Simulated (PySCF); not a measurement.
# A barrier at the coupled-cluster level

Start structure (SiH₂SF₂, closed shell), relaxed at PBE0-D4/def2-TZVP:

```
6
angstrom
Si 0.5207 -1.4267 -0.1893
F -0.7548 -1.1982 0.7859
F -0.1911 -1.1590 -1.6184
H 0.7628 1.4006 1.2788
S 0.9106 1.3918 -0.0561
H -0.4111 1.5124 -0.2636
```

The step: SiF₂ + H₂S → SiH₂SF₂ ([F][SiH]([F])[SH]); bonds formed: Si1–H4, Si1–S5; bonds broken: H4–S5. Program: PySCF 2.14 with density fitting (its default auxiliary sets; JK sets also for MP2 and CCSD(T)). Basis: def2-TZVPP and def2-QZVPP. Cores are frozen in the correlated methods. Extrapolation: Hartree–Fock as exp(−7.88 √X), correlation as X^−2.97. Energies below are by CCSD(T) at an estimated basis limit (MP2 extrapolated from triple and quadruple zeta, plus CCSD(T) − MP2 in triple zeta).

(1) What are the electronic barrier and the energy of the step, from the start structure to the end structure? (Judge from chemistry; the value comes from the calculation.)

T1 diagnostic: at most 0.016. The restricted Hartree–Fock reference is unstable towards an unrestricted one at one or more of these structures.

Answers

(1) The calculation gives: Barrier 1.153 eV; step energy -1.943 eV (downhill); reverse barrier, their difference, 3.096 eV. Barrier and step energy count from the start structure, the reverse barrier from the end structure.

The saddle point: One imaginary mode of 1078i cm⁻¹.
| pair | start (Å) | saddle (Å) | end (Å) |
| --- | --- | --- | --- |
| Si1–H4 | 3.19 | 1.62 | 1.47 |
| Si1–S5 | 2.85 | 2.43 | 2.11 |
| H4–S5 | 1.34 | 1.70 | 3.03 |

Zero-point energy (harmonic, PBE0-D4): ZPE is 0.608 eV at the start and 0.562 eV at the saddle, so the barrier goes from 1.153 to 1.108 eV.

Losses and insertions of silylenes and their heavier kin drive the gas-phase chemistry of silicon and germanium vapour deposition.

Labels in which every atom is bracketed show which atoms are joined, not bond orders.

For scale, one of the runs: CCSD(T)/def2-TZVPP, 174 basis functions, launched by `OMP_NUM_THREADS=4 python run.py`. Time: 2.2 min of wall clock on 4 CPU threads of an AMD EPYC 7B13; the host was shared. Peak host memory: 1.8 GiB.
